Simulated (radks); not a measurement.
The numbers below are computed, except where a source is named.
Correlation energies from several functionals, in hartree. Species: Te4+ [Kr] 4d10 5s2; Re2+ [Xe] 4f14 5d5; Rb [Kr] 5s1. Level of theory: non-relativistic Kohn-Sham, r2SCAN, spin-polarised, spherical densities, point nucleus; meta-GGA in the generalised Kohn-Sham scheme (a radial shooting solver on a logarithmic mesh with Libxc functionals). Every spin shell is full or empty, so the densities are truly spherical. Functionals are evaluated on that one density, not self-consistently.

| functional | Te4+ | Re2+ | Rb |
|---|---|---|---|
| PW92 | -4.7785 | -7.5897 | -3.3448 |
| VWN5 | -4.7994 | -7.6220 | -3.3598 |
| Chachiyo | -4.7188 | -7.5017 | -3.2971 |
| PBEsol | -2.9930 | -4.9718 | -2.0558 |
| P86 | -3.0016 | -4.9822 | -2.0503 |
| PW91 | -2.8657 | -4.7673 | -1.9521 |
| TPSS | -2.6492 | -4.4331 | -1.8021 |
| revTPSS | -2.6779 | -4.4693 | -1.8292 |
| r2SCAN | -2.6529 | -4.4876 | -1.8112 |
| B95 | -3.2655 | -5.4956 | -2.1634 |
